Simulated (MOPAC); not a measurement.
Job for MOPAC: PM7 on AlTe, 2S+1 = 2, a spin state set in the input, which need not be the lowest, a point of a bond scan (R = 2.318 Å).

```
PM7 1SCF PRECISE CHARGE=0 UHF MS=0.5 THREADS=1
AlTe

Al     0.00000000 1     0.00000000 1     0.00000000 1
Te     0.00000000 1     0.00000000 1     2.31838800 1
```

Output:

```
*******************************************************************************
 **                                                                           **
 **                              MOPAC v23.2.5                                **
 **                                                                           **
 *******************************************************************************
 ** MOPAC's Digital Object Identifier: https://doi.org/10.5281/zenodo.6511958 **
 **                                                                           **
 ** Please cite the open-source release paper for use of this MOPAC version:  **
 ** J. E. Moussa and J. J. P. Stewart (2026)                                  **
 ** MOPAC: An open-source semiempirical molecular orbital program             **
 ** J. Open Source Softw., 11(119), 8025, https://doi.org/10.21105/joss.08025 **
 *******************************************************************************

                              PM7 CALCULATION RESULTS

 *******************************************************************************
 *  PM7        - The PM7 Hamiltonian to be used
 *  UHF        - UNRESTRICTED HARTREE-FOCK CALCULATION
 *
 *
 *
 *                 CHARGE ON SYSTEM = 0
 *
 *
 *
 *  MS=        - IN MECI, MAGNETIC COMPONENT OF SPIN =  0.5
 *  PRECISE    - TIGHTER CRITERIA TO BE USED
 *  1SCF       - DO 1 SCF AND THEN STOP
 *  THREADS=1  - MULTI-THREADING NOT USED
 *  T=         - A TIME OF 172800.0 SECONDS REQUESTED
 *  DUMP=N     - RESTART FILE WRITTEN EVERY 7200.0 SECONDS REQUESTED
 *******************************************************************************
PM7 1SCF PRECISE CHARGE=0 UHF MS=0.5 THREADS=1
 AlTe

   ATOM   CHEMICAL          X               Y               Z
  NUMBER   SYMBOL      (ANGSTROMS)     (ANGSTROMS)     (ANGSTROMS)

     1      Al          0.00000000  *   0.00000000  *   0.00000000  *
     2      Te          0.00000000  *   0.00000000  *   2.31838800  *



          CARTESIAN COORDINATES

    NO.       ATOM           X           Y           Z

     1        Al          0.0000      0.0000      0.0000
     2        Te          0.0000      0.0000      2.3184

 General Reference for PM7:
 "Optimization of Parameters for Semiempirical Methods VI: More Modifications to the
 NDDO Approximations and Re-optimization of Parameters", J. J. P. Stewart, J. Mol. Mod., 1:32, 19 (2013)
 https://link.springer.com/article/10.1007/s00894-012-1667-x

           Empirical Formula: Al Te  =     2 atoms



      MOLECULAR POINT GROUP   :   C*v


          UHF CALCULATION, NO. OF ALPHA ELECTRONS =    5
                           NO. OF BETA  ELECTRONS =    4

 -------------------------------------------------------------------------------
 PM7 1SCF PRECISE CHARGE=0 UHF MS=0.5 THREADS=1
 AlTe



     1SCF WAS SPECIFIED, SO BFGS WAS NOT USED
     SCF FIELD WAS ACHIEVED


                              PM7 CALCULATION
                                                       MOPAC v23.2.5 Linux




          FINAL HEAT OF FORMATION =        189.46739 KCAL/MOL =     792.73158 KJ/MOL


          COSMO AREA              =        107.33 SQUARE ANGSTROMS
          COSMO VOLUME            =         98.16 CUBIC ANGSTROMS

          IONIZATION POTENTIAL    =         10.832791 EV
          ALPHA SOMO LUMO (EV)    =        -10.833 -2.620
          BETA  SOMO LUMO (EV)    =        -11.721 -2.613
          NO. OF ALPHA ELECTRONS  =          5
          NO. OF BETA  ELECTRONS  =          4
          MOLECULAR WEIGHT        =        154.5815         POINT GROUP:  C*v

          MOLECULAR DIMENSIONS (Angstroms)

            Atom       Atom       Distance
           Te     2   Al     1     2.31839
           Te     2   Al     1     0.00000
           Al     1   Te     2     0.00000


          SCF CALCULATIONS        =          1





   ATOM   CHEMICAL          X               Y               Z
  NUMBER   SYMBOL      (ANGSTROMS)     (ANGSTROMS)     (ANGSTROMS)

     1      Al          0.00000000  *   0.00000000  *   0.00000000  *
     2      Te          0.00000000  *   0.00000000  *   2.31838800  *

                             CARTESIAN COORDINATES

   1   Al        0.000000000     0.000000000     0.000000000
   2   Te        0.000000000     0.000000000     2.318388000


           Empirical Formula: Al Te  =     2 atoms



      MOLECULAR POINT GROUP   :   C*v


          ALPHA EIGENVALUES
 -53.16157 -12.19291 -11.76806 -11.76806 -10.83279  -2.62046  -2.62046   1.88363
  19.34450  19.34450  19.68581  19.68581  22.53655


           BETA EIGENVALUES
 -56.41421 -11.95589 -11.72056 -11.72056  -2.61346  -2.61346  -0.38965   2.66081
  21.20345  21.20345  21.33675  21.33675  24.06402


              NET ATOMIC CHARGES AND DIPOLE CONTRIBUTIONS

  ATOM NO.   TYPE          CHARGE      No. of ELECS.   s-Pop       p-Pop       d-Pop
    1         Al          -0.865511        3.8655     0.73978     2.93640     0.18934
    2         Te           0.865511        5.1345     1.73453     3.39996
 DIPOLE           X         Y         Z       TOTAL
 POINT-CHG.     0.000     0.000     9.638     9.638
 HYBRID         0.000     0.000    -2.455     2.455
 SUM            0.000     0.000     7.183     7.183


          ATOMIC ORBITAL ELECTRON POPULATIONS

     Atom    s        px        py        pz      x^2-y^2     xz        z^2       yz        xy
    1 Al   0.73978   1.06416   1.06416   0.80807   0.00000   0.03976   0.10981   0.03976   0.00000
    2 Te   1.73453   0.89607   0.89607   1.60782


                    (SZ)    =    0.500000
                    (S**2)  =    1.378064


          ATOMIC ORBITAL SPIN POPULATIONS

    Atom   Total    s     px     py     pz   x^2-y^2  xz     z^2    yz     xy
         Atomic
    1 Al  2.0879  0.662  0.557  0.557  0.334  0.000 -0.015  0.008 -0.015  0.000
    2 Te -1.0879 -0.017 -0.542 -0.542  0.013

 **********************
 *                    *
 * JOB ENDED NORMALLY *
 *                    *
 **********************




 == MOPAC DONE ==
```

The run finished. Its determinant has ⟨S²⟩ = 1.38, a mixture of spin states.

Cost: roughly 0.03 core-seconds.
